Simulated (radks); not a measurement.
Q: Species: the manganese ion Mn+. Configuration: [Ar] 3d5 4s1 (the NIST ground configuration). All-electron calculation, Dirac Kohn-Sham, PBEsol, spin-unpolarised, spherical densities, finite nucleus; open shells are shared between the two j in proportion to 2j + 1; Fermi nuclear charge, rms radius 3.7057 fm. Program: a radial shooting solver on a logarithmic mesh with Libxc functionals. Some entries of the table are withheld. Estimate them.

| orbital | occ. | eigenvalue (Ry) | <r> (bohr) |
|---|---|---|---|
| 1s1/2 | 2 | -472.5656 | 0.06094 |
| 2s1/2 | 2 | -55.19851 | 0.2795 |
| 2p1/2 | 2 | (1) | 0.2452 |
| 2p3/2 | 4 | (2) | 0.2482 |
| 3s1/2 | 2 | -6.89824 | 0.8526 |
| 3p1/2 | 2 | -4.67185 | 0.8991 |
| 3p3/2 | 4 | -4.57849 | 0.9082 |
| 3d3/2 | 2 | -1.10298 | (3) |
| 3d5/2 | 3 | -1.09413 | (4) |
| 4s1/2 | 1 | -0.87296 | (5) |

A: 
(1) 2p1/2 eigenvalue (Ry): -47.38152
(2) 2p3/2 eigenvalue (Ry): -46.61608
(3) 3d3/2 <r> (bohr): 1.183
(4) 3d5/2 <r> (bohr): 1.189
(5) 4s1/2 <r> (bohr): 2.797
